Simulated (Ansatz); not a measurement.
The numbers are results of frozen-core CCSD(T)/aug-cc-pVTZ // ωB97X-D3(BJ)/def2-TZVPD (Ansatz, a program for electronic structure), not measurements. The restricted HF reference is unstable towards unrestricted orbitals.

Ansatz 0.2 input:
```yaml
crystal:
  periodic: [false, false, false]
  atoms:
    - { symbol: O, position_ang: [1.265489, -0.305652, 0.0] }
    - { symbol: Si, position_ang: [0.017082, 0.637273, 0.0] }
    - { symbol: H, position_ang: [-1.269296, -0.340144, 0.0] }
basis:
  gaussian: { orbitals: aug-cc-pVTZ }
correlation:
  method: ccsd_t
total_charge: -1
```

Output:

```
Functional definition: HF
694 factors; integrals over basis functions are off by at most 8.8e-4 eV
mean field evaluation 1: about -9915.4173 eV, gradient 1.3e1 eV
mean field evaluation 2: about -9915.4242 eV, gradient 1.3e1 eV
mean field evaluation 4: about -9916.1144 eV, gradient 2.0e0 eV
mean field evaluation 8: about -9916.1321 eV, gradient 1.3e-3 eV
mean field evaluation 16: about -9916.1213 eV, gradient 2.0e-1 eV
mean field evaluation 32: about -9914.9440 eV, gradient 1.5e1 eV
mean field -9916.13214825 eV, -364.4111350522 hartree, gradient 4.1e-6 eV, S^2 0.000000; 3 other end points of the search recorded, 0 dependent functions left out; unrestricted orbitals would lower it
determinant -9916.13214825 eV, -364.4111350522 hartree, with singles and doubles -9926.70639833 eV, -364.7997315755 hartree
determinant -9910.43676609 eV, -364.2018336186 hartree, with singles and doubles -9921.51559926 eV, -364.6089732278 hartree
6 core orbitals not correlated
reference -9916.13214825 eV, -364.4111350522 hartree; 6, 6 occupied and 107, 107 virtual orbitals, 694 factors
second order -10.24483578 eV of doubles, -0.00000000 eV of singles
cycle   1  -10.43364407 eV  change   -5.0e-1 eV  update   2.9e-2
cycle   2  -10.46061275 eV  change   -2.7e-2 eV  update   8.4e-3
cycle   3  -10.45857766 eV  change    2.0e-3 eV  update   5.4e-3
cycle   4  -10.45877236 eV  change   -1.9e-4 eV  update   2.0e-3
cycle   5  -10.45907437 eV  change   -3.0e-4 eV  update   9.6e-4
cycle   6  -10.45926346 eV  change   -1.9e-4 eV  update   4.2e-4
cycle   7  -10.45923446 eV  change    2.9e-5 eV  update   2.1e-4
cycle   8  -10.45923174 eV  change    2.7e-6 eV  update   9.1e-5
cycle   9  -10.45927051 eV  change   -3.9e-5 eV  update   4.2e-5
cycle  10  -10.45926557 eV  change    4.9e-6 eV  update   1.6e-5
cycle  11  -10.45925520 eV  change    1.0e-5 eV  update   7.3e-6
perturbative correction -0.51890936 eV, -0.0190695672 hartree
Total energy: -9927.11031280 eV, -364.8145751584 hartree
```

Cost: about 5 core-seconds (a rough figure).
